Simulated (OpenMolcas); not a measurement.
# Rh I: effect of the active space

| Property | Result |
| --- | --- |
| Program | OpenMolcas |
| Method | MS-CASPT2 or its RAS form, IPEA 0.25 Eh, imaginary shift 0.1 Eh |
| Basis | ANO-RCC-VTZP |
| Scalar Hamiltonian | DKH2, point nucleus |
| Spin-orbit coupling | RASSI with atomic mean-field integrals over the reference wave functions, term energies averaged over their components |

A. 9 electrons in 6 orbitals (4d 5s); 2S+1 = 4 even, 20 roots; 2S+1 = 2 even, 49 roots; closed shells correlated: 4s 4p; CASPT2 step roughly 17 core-seconds
B. 9 electrons in 9 orbitals (RAS2 4d 5s; RAS3 5p, at most 2 electrons); 2S+1 = 4 even, 20 roots; 2S+1 = 2 even, 64 roots kept (CI in the orbitals of an earlier block); 2S+1 = 4 odd, 45 roots; 2S+1 = 6 odd, 22 roots kept (CI in the orbitals of an earlier block); 2S+1 = 2 odd, 21 roots kept (CI in the orbitals of an earlier block); closed shells correlated: 4s 4p; CASPT2 step about 7 core-minutes

Energies in cm-1 above 4d8 5s 4F 9/2, the measured ground level; measured values from NIST Handbook of Basic Atomic Spectroscopic Data.

```
                Level      A      B  Measured
        4d8 5s 4F 9/2    0.0    0.0       0.0
    4d9 2D 5/2 [57 %]    831  -2360      3310
        4d8 5s 4F 7/2   1472   1514      1530
        4d8 5s 4F 5/2   3020   2960      2598
        4d8 5s 2F 7/2   4980   5640      5691
        4d8 5s 2F 5/2   7250   7840      7791
        4d8 5s 4P 5/2   9610   9510          
       4d7 5s2 4F 9/2  10340  11120          
        4d8 5s 4P 1/2  11630  11470          
       4d7 5s2 4F 7/2  12290  13040          
        4d8 5s 2P 1/2  13370  13210          
       4d7 5s2 4F 5/2  13740  14350          
 4d8 5s 2D 5/2 [54 %]  13980  14090          
       4d7 5s2 4F 3/2  14770  15130          
 4d8 5s 2G 9/2 [73 %]  15690  14860          
 4d8 5s 2G 7/2 [72 %]  15770  14910          
       4d7 5s2 4P 5/2  21210  22080          
       4d7 5s2 4P 3/2  22250  22530          
       4d7 5s2 4P 1/2  22790  23470          
4d7 5s2 2G 9/2 [64 %]  23450  25490
```

B puts 4d9 2D 5/2 lowest.

Deviations, from unrounded energies. A percentage is the sum of absolute deviations over the sum of measured energies, with the sign that they share, or ± where signs differ.

```json
{"Against measurement": "mean absolute deviation (cm-1)", "Levels": "5", "A": "840", "B": "1200"}
{"Against measurement": "fine structure of the ground term (%)", "Levels": "2", "A": "±11.6", "B": "±9.1"}
{"Against measurement": "other terms of the ground configuration (%)", "Levels": "2", "A": "-9.3", "B": "±0.7"}
{"Against measurement": "other configurations (%)", "Levels": "1", "A": "-74.9", "B": "-171.2"}
```

A lies closest to measurement on these levels. The largest miss of A in the table is 4d9 2D 5/2 [57 %], by -2500 cm-1. The ranking rests on the paired levels alone, and a cruder setting can come out closer through cancelling errors.

The two smallest mean deviations differ by little beside CASPT2's spread within terms, so their order carries little weight.

Between A and B the level of the table that moves most is 4d9 2D 5/2 [57 %], by 3200 cm-1 (lowest in B, highest in A). Moves below CASPT2's spread within the term are not significant.

CASPT2 does not keep the components of a term degenerate, so their means are used; among the terms shown or strongly mixed into the levels shown the widest spread is 1800 cm-1 (4d8 5s 4F, B). Over all roots computed the reference weight is 0.82 to 0.89 in A, 0.77 to 0.90 in B; the roots of lowest weight are the least certain, and an intruder state may touch them. A single d shell beside an s shell can misplace configurations of different d count against each other. The CASPT2 spread within a term exceeds the gap to the next term for 4d8 5s 4F and 4d9 2D, 4d7 5s2 4F and 4d8 5s 2P, so the order of their levels is uncertain, and so are names and mixing where such terms share a J (figures for A; the like holds for B). Some levels mix across a computed gap that differs much from the measured one, so their mixing is not that of the real levels (holds for A). Terms from blocks run as CI alone lack orbitals of their own (holds for B). The lowest computed level is not the ground level that NIST lists (4F9/2) (holds for B). Configurations are named by rounded mean occupations; where the s occupation lies near a half they are strongly mixed, a name can repeat and a true partner stay unpaired (holds for B). Measured partners are found by configuration, term and J. A level has none where our copy of the source lacks it or the pairing is in doubt (some pairs that miss far off the trend of their configuration count as doubtful), and it then counts in no deviation. Only configurations of the active space appear. Levels that lie high or do not pair safely by name in every column are left out.

A share in square brackets marks a mixed level and gives the weight of the term that names it, the lowest over the columns.
